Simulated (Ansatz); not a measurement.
Consider the cleavage of the B–P bond: `PB1C[SiH2]1` + CH₃OH → `COB1C[SiH2]1` + PH₃.

Program: Ansatz. Geometries: PBE0-D4/def2-TZVP. ΔE: electronic, gas phase. CBS: MP2 limit from def2 TZ/QZ plus the TZ coupled-cluster correction, frozen cores. This one scheme is used for every species. DFT in def2-TZVPP. B3LYP here is the variant with VWN-RPA as its local correlation; programs differ in this. One conformer a species, not always the lowest.

`PB1C[SiH2]1`:

Cartesian coordinates in Å:
```
P -0.841 -1.861 -1.058
B -0.363 -0.431 0.019
C 0.800 0.020 0.899
Si -0.348 1.470 0.351
H 0.405 -2.389 -1.470
H -1.219 -1.223 -2.260
H 1.833 -0.260 0.708
H 0.607 0.109 1.973
H 0.008 2.429 -0.723
H -0.881 2.136 1.560
```

CH₃OH:

Z-matrix (Å, degrees):
```
C
O 1 1.409
H 1 1.097 2 112.4
H 1 1.090 2 107.0 3 -118.5
H 1 1.097 2 112.4 3 123.0
H 2 0.959 1 108.5 3 -61.6
```

`COB1C[SiH2]1`:

Z-matrix (Å, degrees):
```
C
O 1 1.419
H 1 1.091 2 108.6
H 1 1.093 2 110.7 3 -120.8
H 1 1.091 2 108.5 3 118.4
B 2 1.328 1 122.2 3 119.9
Si 6 1.957 2 156.2 1 -12.0
C 6 1.547 2 138.0 1 -176.0
H 7 1.484 6 124.6 2 98.6
H 7 1.485 6 122.4 2 -69.6
H 8 1.092 6 116.2 2 -81.7
H 8 1.090 6 120.4 2 57.2
```

PH₃:

Cartesian coordinates in Å:
```
P -0.253 0.134 -0.505
H 0.700 -0.910 -0.368
H -0.983 -0.278 0.641
H 0.536 1.055 0.233
```

CCSD(T)/CBS gives -1.03 eV.

(1) Another level gave -0.99 eV. Which?
A. B3LYP/def2-TZVPP
B. HF/def2-TZVPP
C. MP2/def2-TZVPP
D. PBE0/def2-TZVPP

Largest T1 diagnostic among the species: 0.017.

## Answers

(1) D. PBE0 -0.99, HF/def2-TZVPP -1.23, B3LYP -1.12, MP2/def2-TZVPP -1.04 eV.

In def2-TZVPP, CCSD(T) changes the Hartree–Fock value by +0.15 eV (the triples alone add +0.03 eV) and MP2 by +0.19 eV.
